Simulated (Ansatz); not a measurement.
`C[NH][SnH2][OH]` + H₂S → `[OH][SnH2][SH]` + CH₃NH₂  (ligand exchange at the Sn–N bond)

Program: Ansatz. Geometries: PBE0-D4/def2-TZVP. ΔE: electronic, gas phase. CCSD(T)/CBS is the MP2 limit (def2-TZVPP, def2-QZVPP) plus CCSD(T) − MP2 in def2-TZVPP, frozen cores. This one scheme is used for every species. Elements past krypton have def2 core potentials. For Sn outer-core shells are correlated without core-valence functions, which leaves a few kJ/mol of doubt a bond. Each species was taken in one conformer, which may not be the lowest.

`C[NH][SnH2][OH]`:

Z-matrix (Å, degrees):
```
C
N 1 1.451
H 1 1.098 2 114.6
H 1 1.095 2 110.4 3 122.1
H 1 1.094 2 109.7 3 -120.6
Sn 2 2.011 1 120.9 3 75.2
H 2 1.010 1 112.0 3 -64.7
O 6 1.977 2 112.0 1 -56.7
H 6 1.697 2 108.5 1 55.4
H 6 1.707 2 106.9 1 -176.4
H 8 0.960 6 113.5 2 -68.7
```

H₂S:

Z-matrix (Å, degrees):
```
S
H 1 1.341
H 1 1.341 2 92.3
```

`[OH][SnH2][SH]`:

```xyz
7

O    -0.121   -0.032   -1.728
Sn   -0.622   -0.072    0.170
S     1.301    0.511    1.479
H     0.377    0.755   -1.963
H    -1.790    1.125    0.498
H    -1.110   -1.682    0.402
H     1.966   -0.607    1.142
```

CH₃NH₂:

Z-matrix (Å, degrees):
```
C
N 1 1.453
H 1 1.092 2 109.4
H 1 1.100 2 115.4 3 -121.6
H 1 1.092 2 109.4 3 116.8
H 2 1.012 1 110.6 3 62.6
H 2 1.012 1 110.6 3 -179.3
```

| species | HF/def2-QZVPP energy (Eh) |
| --- | --- |
| `C[NH][SnH2][OH]` | -384.68579 |
| H₂S | -398.71944 |
| `[OH][SnH2][SH]` | -688.17113 |
| CH₃NH₂ | -95.26228 |

Task: Work out ΔE.

Result: ΔE = (-688.17113) + (-95.26228) − (-384.68579) − (-398.71944) = -0.02818 Eh = -0.77 eV. CCSD(T)/CBS gives -0.68 eV.

Largest T1 diagnostic among the species: 0.013.

The D4 term adds +0.03 eV with B3LYP and +0.02 eV with PBE0; it sums over pairs of atoms, weighted by their polarisabilities, and B3LYP, whose exchange is more repulsive, gets the larger term. In def2-TZVPP, CCSD(T) changes the Hartree–Fock value by +0.13 eV (the triples alone add +0.01 eV) and MP2 by +0.12 eV.

B3LYP here is the variant with VWN-RPA as its local correlation; programs differ in this.
